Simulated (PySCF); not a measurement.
C4H6BFO, SMILES O=C1CCCB1F. Geometry: B3LYP-D3(BJ)/def2-SVP. This is a generated structure with no PubChem entry under its InChIKey; it may be hypothetical. One conformer was computed; it need not be the lowest.

Computed equilibrium geometry at B3LYP-D3(BJ)/def2-SVP (PySCF confirms it by a frequency run) as Cartesian coordinates in Å (one conformer of several):
```xyz
13

O      1.9640     0.8924    -0.1047
C      0.9543     0.2212    -0.0703
C      0.8843    -1.2876     0.1830
C     -0.5375    -1.5589     0.7213
C     -1.4894    -0.5621     0.0051
B     -0.5896     0.6927    -0.2402
F     -0.9733     1.9162    -0.5492
H      1.7032    -1.6364     0.8305
H      1.0181    -1.7797    -0.8004
H     -0.8401    -2.6087     0.5905
H     -0.5576    -1.3596     1.8061
H     -1.7528    -0.9498    -1.0021
H     -2.4458    -0.3904     0.5227
```
Charge 0, spin multiplicity 1.
